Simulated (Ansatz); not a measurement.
`[OH][GeH2][OH]` → H₂ + `[OH][Ge][OH]`  (germylene formation by 1,1-elimination)

Calculated with Ansatz (gas phase, PBE0-D4/def2-TZVP geometries, no zero-point term in ΔE). CCSD(T)/CBS is the MP2 limit (def2-TZVPP, def2-QZVPP) plus CCSD(T) − MP2 in def2-TZVPP, frozen cores. This one scheme is used for every species. DFT in def2-TZVPP. B3LYP here is the variant with VWN-RPA as its local correlation; programs differ in this. For Ge outer-core shells are correlated without core-valence functions, which leaves a few kJ/mol of doubt a bond. Scalar relativity is left out up to krypton. One conformer a species, not always the lowest.

```json
{"level": "PBE-D4", "ΔE (kcal/mol)": "8.5", "difference from CCSD(T)/CBS": "-3.7"}
{"level": "PBE0-D4", "ΔE (kcal/mol)": "14.0", "difference from CCSD(T)/CBS": "1.8"}
{"level": "r2SCANh-D4", "ΔE (kcal/mol)": "14.5", "difference from CCSD(T)/CBS": "2.3"}
{"level": "B2PLYP", "ΔE (kcal/mol)": "10.5", "difference from CCSD(T)/CBS": "-1.7"}
{"level": "PBE-QIDH", "ΔE (kcal/mol)": "18.1", "difference from CCSD(T)/CBS": "5.9"}
{"level": "PBE", "ΔE (kcal/mol)": "8.0", "difference from CCSD(T)/CBS": "-4.2"}
{"level": "BLYP", "ΔE (kcal/mol)": "1.3", "difference from CCSD(T)/CBS": "-10.9"}
{"level": "PBE0", "ΔE (kcal/mol)": "13.7", "difference from CCSD(T)/CBS": "1.5"}
{"level": "B3LYP", "ΔE (kcal/mol)": "7.0", "difference from CCSD(T)/CBS": "-5.2"}
{"level": "BHLYP", "ΔE (kcal/mol)": "13.3", "difference from CCSD(T)/CBS": "1.1"}
{"level": "LC-ωPBE", "ΔE (kcal/mol)": "17.5", "difference from CCSD(T)/CBS": "5.3"}
{"level": "CCSD(T)/def2-SVP", "ΔE (kcal/mol)": "15.8", "difference from CCSD(T)/CBS": "3.6"}
{"level": "MP2/def2-TZVPP", "ΔE (kcal/mol)": "15.8", "difference from CCSD(T)/CBS": "3.6"}
{"level": "SCS-MP2/def2-TZVPP", "ΔE (kcal/mol)": "15.1", "difference from CCSD(T)/CBS": "2.9"}
{"level": "SCS-MP2/def2-QZVPP", "ΔE (kcal/mol)": "13.6", "difference from CCSD(T)/CBS": "1.4"}
{"level": "CCSD/CBS(def2)", "ΔE (kcal/mol)": "13.1", "difference from CCSD(T)/CBS": "0.9"}
{"level": "CCSD(T)/CBS", "ΔE (kcal/mol)": "12.2", "difference from CCSD(T)/CBS": "0"}
```

Largest T1 diagnostic among the species: 0.015.

At CCSD(T), def2-SVP lies +3.6 kcal/mol from the extrapolated value and def2-TZVPP +3.2 kcal/mol. From r2SCAN to r2SCAN0 (25 % exact exchange), in def2-TZVPP and without D4, ΔE moves by +3.2 kcal/mol. Leaving LDA and LC-ωPBE aside and taking each functional with its dispersion term where it has one, the values, not all of them listed here, spread over 15.9 kcal/mol, from BLYP-D4 to PBE-QIDH. LDA lies +7.9 kcal/mol from PBE without D4.
